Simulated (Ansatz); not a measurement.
PtAu2. The state is a singlet with charge 0. Geometry B3LYP-D4/def2-TZVP.

```xyz
3

Pt    0.8381   -0.6082   -0.9889
Au    0.7407    0.7248    1.2185
Au   -1.5787   -0.1166   -0.2296
```

In the def2 sets Au, Pt take a core potential; there is no spin–orbit coupling. The structure comes from a short search, and lower isomers may exist.

**Question.** Estimate the orbital energies around the gap (eV) in Ansatz with PBE-D4/def2-SVP, PBE-D4/def2-TZVP, r2SCAN-D4/def2-TZVPD, PBE0-D4/def2-QZVPP, ωB97X-V/def2-TZVP.

**Answer.** 
```json
{"orbital": "HOMO−9", "PBE-D4/def2-SVP": "-7.14", "PBE-D4/def2-TZVP": "-7.14", "r2SCAN-D4/def2-TZVPD": "-7.34", "PBE0-D4/def2-QZVPP": "-8.60", "ωB97X-V/def2-TZVP": "-11.00"}
{"orbital": "HOMO−8", "PBE-D4/def2-SVP": "-6.89", "PBE-D4/def2-TZVP": "-6.88", "r2SCAN-D4/def2-TZVPD": "-7.05", "PBE0-D4/def2-QZVPP": "-8.22", "ωB97X-V/def2-TZVP": "-10.58"}
{"orbital": "HOMO−7", "PBE-D4/def2-SVP": "-6.75", "PBE-D4/def2-TZVP": "-6.74", "r2SCAN-D4/def2-TZVPD": "-6.88", "PBE0-D4/def2-QZVPP": "-8.01", "ωB97X-V/def2-TZVP": "-10.36"}
{"orbital": "HOMO−6", "PBE-D4/def2-SVP": "-6.63", "PBE-D4/def2-TZVP": "-6.63", "r2SCAN-D4/def2-TZVPD": "-6.82", "PBE0-D4/def2-QZVPP": "-8.01", "ωB97X-V/def2-TZVP": "-10.35"}
{"orbital": "HOMO−5", "PBE-D4/def2-SVP": "-6.59", "PBE-D4/def2-TZVP": "-6.59", "r2SCAN-D4/def2-TZVPD": "-6.78", "PBE0-D4/def2-QZVPP": "-7.65", "ωB97X-V/def2-TZVP": "-9.55"}
{"orbital": "HOMO−4", "PBE-D4/def2-SVP": "-5.40", "PBE-D4/def2-TZVP": "-5.40", "r2SCAN-D4/def2-TZVPD": "-5.51", "PBE0-D4/def2-QZVPP": "-6.42", "ωB97X-V/def2-TZVP": "-8.55"}
{"orbital": "HOMO−3", "PBE-D4/def2-SVP": "-5.38", "PBE-D4/def2-TZVP": "-5.37", "r2SCAN-D4/def2-TZVPD": "-5.45", "PBE0-D4/def2-QZVPP": "-6.21", "ωB97X-V/def2-TZVP": "-8.32"}
{"orbital": "HOMO−2", "PBE-D4/def2-SVP": "-5.07", "PBE-D4/def2-TZVP": "-5.07", "r2SCAN-D4/def2-TZVPD": "-5.20", "PBE0-D4/def2-QZVPP": "-6.17", "ωB97X-V/def2-TZVP": "-8.27"}
{"orbital": "HOMO−1", "PBE-D4/def2-SVP": "-4.98", "PBE-D4/def2-TZVP": "-4.99", "r2SCAN-D4/def2-TZVPD": "-5.12", "PBE0-D4/def2-QZVPP": "-6.15", "ωB97X-V/def2-TZVP": "-8.09"}
{"orbital": "HOMO", "PBE-D4/def2-SVP": "-4.82", "PBE-D4/def2-TZVP": "-4.83", "r2SCAN-D4/def2-TZVPD": "-4.96", "PBE0-D4/def2-QZVPP": "-5.99", "ωB97X-V/def2-TZVP": "-8.04"}
{"orbital": "LUMO", "PBE-D4/def2-SVP": "-4.23", "PBE-D4/def2-TZVP": "-4.26", "r2SCAN-D4/def2-TZVPD": "-4.09", "PBE0-D4/def2-QZVPP": "-3.32", "ωB97X-V/def2-TZVP": "-1.42"}
{"orbital": "LUMO+1", "PBE-D4/def2-SVP": "-3.88", "PBE-D4/def2-TZVP": "-3.91", "r2SCAN-D4/def2-TZVPD": "-3.68", "PBE0-D4/def2-QZVPP": "-2.90", "ωB97X-V/def2-TZVP": "-0.87"}
{"orbital": "LUMO+2", "PBE-D4/def2-SVP": "-1.18", "PBE-D4/def2-TZVP": "-1.29", "r2SCAN-D4/def2-TZVPD": "-1.11", "PBE0-D4/def2-QZVPP": "-0.77", "ωB97X-V/def2-TZVP": "0.89"}
{"orbital": "LUMO+3", "PBE-D4/def2-SVP": "-0.75", "PBE-D4/def2-TZVP": "-0.92", "r2SCAN-D4/def2-TZVPD": "-0.61", "PBE0-D4/def2-QZVPP": "-0.34", "ωB97X-V/def2-TZVP": "1.45"}
{"orbital": "LUMO+4", "PBE-D4/def2-SVP": "-0.31", "PBE-D4/def2-TZVP": "-0.48", "r2SCAN-D4/def2-TZVPD": "-0.20", "PBE0-D4/def2-QZVPP": "0.15", "ωB97X-V/def2-TZVP": "2.02"}
{"orbital": "LUMO+5", "PBE-D4/def2-SVP": "-0.21", "PBE-D4/def2-TZVP": "-0.34", "r2SCAN-D4/def2-TZVPD": "-0.07", "PBE0-D4/def2-QZVPP": "0.20", "ωB97X-V/def2-TZVP": "2.04"}
```
